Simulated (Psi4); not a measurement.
Dimer: HCl (SMILES Cl) (first 2 atoms) with AsH3 (SMILES [AsH3]); geometry from B3LYP-D3(BJ)/def2-TZVP, rigid monomers moved along the line of their centres of mass till Cl1···As3 is 6.95 Å.
(charge 0, multiplicity 1):
```tsv
atom	x (Å)	y (Å)	z (Å)
Cl	0.4583	-1.3521	0.3597
H	-0.7168	-0.9572	0.6878
As	-0.0967	2.5843	6.0568
H	-0.9809	1.3422	6.0046
H	-0.7154	3.1492	4.7818
H	-1.1032	3.3255	6.9335
```

The numbers are results of SAPT0/aug-cc-pVDZ in Psi4, not measurements.

### Question
Give the four SAPT terms and the total, and say what mostly holds the pair together.

### Answer
electrostatics 0.02, exchange 0.00, induction 0.00, dispersion -0.04, total -0.02 kcal/mol; the largest attraction is dispersion.
